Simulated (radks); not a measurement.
Initial-state core-level shifts of neutral lutetium when its valence configuration changes from [Xe] 4f14 5d1 6s2. Calculated with a radial shooting solver on a logarithmic mesh with Libxc functionals: scalar-relativistic Kohn-Sham, r2SCAN, spin-polarised, spherical densities, finite nucleus; open shells are filled with parallel spins first (spin-orbit coupling, left out, can overturn this in heavy ions); meta-GGA in the generalised Kohn-Sham scheme; Fermi nuclear charge, rms radius 5.37 fm. Shifts are changes of the shell-averaged eigenvalues in eV (positive: less bound); the change of the density at the nucleus, which sets a Mossbauer isomer shift, is in e/bohr^3, on a base of 1.176e+06.

| valence | 2s | 2p | 4p | 5p | density at nucleus |
|---|---|---|---|---|---|
| 4f14 5d1 6s1 6p1 | -1.161 | -1.162 | -1.163 | -1.199 | -40.4 |
| 4f13 5d1 6s2 6p1 | -11.736 | -11.652 | -11.981 | -6.522 | +80.2 |
| 4f12 5d1 6s2 6p2 | -25.034 | -24.849 | -25.337 | -13.360 | +173.9 |
| 4f14 6s2 6p1 | -3.171 | -3.173 | -3.165 | -3.074 | +17.6 |
| 4f14 5d0.5 6s2 6p0.5 | -1.536 | -1.537 | -1.535 | -1.500 | +8.1 |
| 4f14 5d3 | +2.081 | +2.081 | +2.095 | +2.019 | -92.3 |
| 4f14 6s1 6p2 | -4.210 | -4.213 | -4.206 | -4.138 | -32.0 |
| 4f14 5d1 6p2 | -2.564 | -2.565 | -2.564 | -2.603 | -88.3 |
| 4f14 5d2 6s1 | +1.397 | +1.397 | +1.402 | +1.337 | -45.6 |
